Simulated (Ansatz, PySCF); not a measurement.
Se(OH)(OSiH3) (H4O2SeSi), SMILES O[Se]O[SiH3].

Geometry: PBE-D3(BJ)/def2-SVP. The values are those of a single conformer.

Vertical ionisation energy (IE) and electron affinity (EA) in eV. Rows of orbital energies are one-electron estimates. Where ΔSCF, EOM or ADC give a negative EA the extra electron is unbound and the value depends on the basis.

| level | IE | EA |
|---|---|---|
| −ε(HOMO), −ε(LUMO), HF/def2-TZVP (PySCF) | 9.71 | -2.25 |
| −ε(HOMO), −ε(LUMO), PBE/def2-TZVP (PySCF) | ? | ? |
| ΔSCF, CAM-B3LYP/def2-SVPD (Ansatz), final states of multiplicity 2 and 2 | 9.28 | -0.26 |
| ΔSCF, PBE/def2-SVPD (Ansatz), final states of multiplicity 2 and 2 | 8.90 | -0.07 |

What belongs in the gaps? (The exact figures need the calculation; the answer reports its results.)


- −ε(HOMO), −ε(LUMO), PBE/def2-TZVP (PySCF), IE: 5.47
- −ε(HOMO), −ε(LUMO), PBE/def2-TZVP (PySCF), EA: 2.31

What vertical singlet–triplet gap does ΔSCF give with CAM-B3LYP/def2-SVPD (Ansatz, a program for electronic structure) and with PBE/def2-SVPD (Ansatz)? (The exact figures need the calculation; the answer reports its results.)

3.09 and 2.87 eV (triplet above singlet where positive).
